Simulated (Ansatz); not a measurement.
Tuning the range parameter of LC-ωPBE so that −HOMO meets the ionisation energy; basis def2-TZVPD, Ansatz. System: the cluster Cu3H3⁻. Total charge -1; doublet. Geometry: PBE0-D4/def2-SVPD. The ionised state is a singlet, and HOMO is the level of the spin that leaves.

Geometry of the doublet:

```
atom    x (Å)    y (Å)    z (Å)
 Cu1  -0.5411  -0.4303  -0.0094
 Cu2  -1.2024  -2.6668  -0.7499
 Cu3   1.0146   1.3986   0.6063
  H4   1.9433   2.5314   0.1123
  H5  -1.2940  -1.0997  -1.2485
  H6   0.0796   0.2668   1.2892
```

The structure comes from a short search, and lower isomers may exist.

```tsv
ω (1/bohr)	HOMO (eV)	LUMO (eV)	vertical IE (eV)	HOMO + IE (eV)
0.1	-1.06	2.47	2.09	1.02
0.15	-1.51	2.94	2.11	0.60
0.2	-1.83	3.27	2.11	0.28
0.3	-2.20	3.64	2.08	-0.12
```

Where does the tuning condition hold?

Near ω = 0.27 bohr⁻¹, by linear interpolation.
